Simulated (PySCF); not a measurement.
All values below come from ωB97X-D3(BJ)/def2-TZVP // PBE0-D3(BJ)/def2-TZVP run with PySCF. All species are isolated molecules in the gas phase. Excitations are Tamm–Dancoff values on a coarser integration grid. The basis has no diffuse functions, so Rydberg states are missing or too high.

Reference species (SMILES): `[Cl][Ga]([Br])[Br]` (neutral, multiplicity 1).

- S1 oscillator strength: 0.010
- S1 excitation (TDA): 6.02 eV
- S1–T1 gap (TDA): 0.43 eV
- HOMO–LUMO gap: 11.16 eV

After one change: the S1 oscillator strength hardly moves; the S1 excitation (TDA) rises by 0.73 eV; the S1–T1 gap (TDA) is nearly the same; the HOMO–LUMO gap rises by 0.97 eV.

Problem. Which change was made? The new species is one of these.
(A) `[Cl][Ga]([Cl])[Br]`
(B) `[Br][Ga]([Br])[Br]`
(C) `[Cl][Ga]([Cl])[Cl]`

Solution. C, `[Cl][Ga]([Cl])[Cl]`
